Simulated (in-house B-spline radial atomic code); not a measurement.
Results of a calculation; reference values are marked as such.
Softness against transferability: the 3p channel of Ca

Ca, [Ar] 4s2, non-relativistic PBE, spherical and spin-unpolarised, from an all-electron radial atomic-structure program (B-spline basis) (atomic units). The all-electron 3p level is ε = -1.031149 hartree, its outermost node lies just inside 0.43 bohr and its outer maximum at 1.05 bohr.

Troullier-Martins pseudo-orbitals are made for several radii. The cutoffs (hartree) are the plane-wave energies beyond which the orbital holds less than the named kinetic energy per electron. The phase error is the difference, pseudo minus all-electron, of arctan(R P'/P) at R = 1.77 bohr for all radii, half a hartree below and above the level.

| r_c (bohr) | V_l(0) (hartree) | cutoff for 10 mEh | for 1 mEh | for 0.1 mEh | phase error at ε − 0.5 (mrad) | at ε + 0.5 (mrad) |
| --- | --- | --- | --- | --- | --- | --- |
| 0.79 | -32.62 | 76.9 | 99.7 | 234 | -2.2 | -1.0 |
| 0.91 | -10.33 | 11.7 | 61.4 | 118 | -1.5 | -0.6 |
| 1.05 | -4.20 | 10.6 | 27.1 | 49.2 | -1.1 | -0.5 |
| 1.18 | -3.93 | 10.8 | 27.7 | 38 | -1.1 | -0.5 |
| 1.32 | -4.55 | 10.4 | 23.9 | 33 | -1.4 | -0.6 |
| 1.47 | -5.10 | 10.6 | 13.9 | 28.3 | -2.2 | -0.9 |

Which radius needs the lowest cutoff for 0.1 mEh while both phase errors stay within 1.6 mrad?

The radii within that limit are 0.91, 1.05, 1.18, 1.32 bohr; of these r_c = 1.32 needs the least, 33 hartree, that is 66 Ry or 898 eV.

What does the larger radius buy, and what does it cost?

From r_c = 0.79 to 1.47 bohr the cutoff for 1 mEh goes from 99.7 to 13.9 hartree, a factor of 7.17, against 3.46 for a pure 1/r_c² scaling, end to end; step by step it is 99.7, 61.4, 27.1, 27.7, 23.9, 13.9, and for 0.1 mEh 234, 118, 49.2, 38, 33, 28.3; the number of plane waves goes as the cutoff to the power 3/2, here a factor of 19.2. The larger of the two phase errors is least at r_c = 1.05 bohr, 1.1 mrad; it is 2.2 at the smallest radius and 2.2 at the largest. These errors test the reference atom alone. Large radii also let the cores of neighbours overlap, which an atom doesn't show.
